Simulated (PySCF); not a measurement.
Species: InMe2(NH2), C2H8InN.
Bonds: In1–C2, In1–C6, In1–N10. Hydrogens: H3, H4, H5 on C2; H7, H8, H9 on C6; H11, H12 on N10.

Computed with PySCF 2.14.0, PBE0-D3(BJ)/def2-SVP geometry optimisation, gas phase, def2 core potentials past Kr.

(1) What internal coordinates does the optimisation give?

Results:

(1) 
| bond | length (Å) |
| --- | --- |
| In1–C2, In1–C6 | 2.161 |
| In1–N10 | 2.029 |
| C2–H3 and 5 like bonds | 1.100 |
| N10–H11, N10–H12 | 1.013 |

Bonds in one row agree within 0.01 Å and their mean is given. A selection of angles:
| angle | degrees |
| --- | --- |
| C2–In1–C6 | 130.5 |
| C2–In1–N10 | 114.5 |
| C6–In1–N10 | 115.0 |
| In1–C2–H3 | 110.4 |
| In1–C2–H5 | 110.9 |
| H3–C2–H4 | 108.6 |
| H4–C2–H5 | 108.1 |
| In1–N10–H11 | 124.2 |
| In1–N10–H12 | 124.9 |
| H11–N10–H12 | 110.7 |

In1 (indium bonded to 2 C and N) is planar (angles 130.5°, 115.0° and 114.5°, sum 360.0°, 0.01 Å off the plane of its three neighbours). The 4 heavy atoms lie in one plane (0.003 Å rms). N10 (nitrogen bonded to In and 2 H) is planar (angles 124.9°, 124.2° and 110.7°, sum 359.8°, 0.03 Å off the plane of its three neighbours).

Stationary, but not proved a minimum.
